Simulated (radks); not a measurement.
The numbers below are computed, except where a source is named.
Removal energies from the hafnium ion Hf3+, [Xe] 4f14 5d1, by Delta-SCF beside the eigenvalue of the level emptied. Level of theory: scalar-relativistic Kohn-Sham, PBEsol, spin-polarised, spherical densities, finite nucleus; Fermi nuclear charge, rms radius of each element as measured or else 0.836 A^(1/3) + 0.57 fm (a radial shooting solver on a logarithmic mesh with Libxc functionals). Open shells are filled with parallel spins first.

| removed from | final configuration | Delta-SCF (eV) | -eigenvalue (eV) |
|---|---|---|---|
| 5d | [Xe] 4f14 | 33.051 | 27.523 |
| 4f | [Xe] 4f13 5d1 | 54.956 | 44.123 |
| 5p | [Kr] 4d10 4f14 5s2 5p5 5d1 | 69.508 | 62.211 |
| 5s | [Kr] 4d10 4f14 5s1 5p6 5d1 | 102.15 | 94.047 |
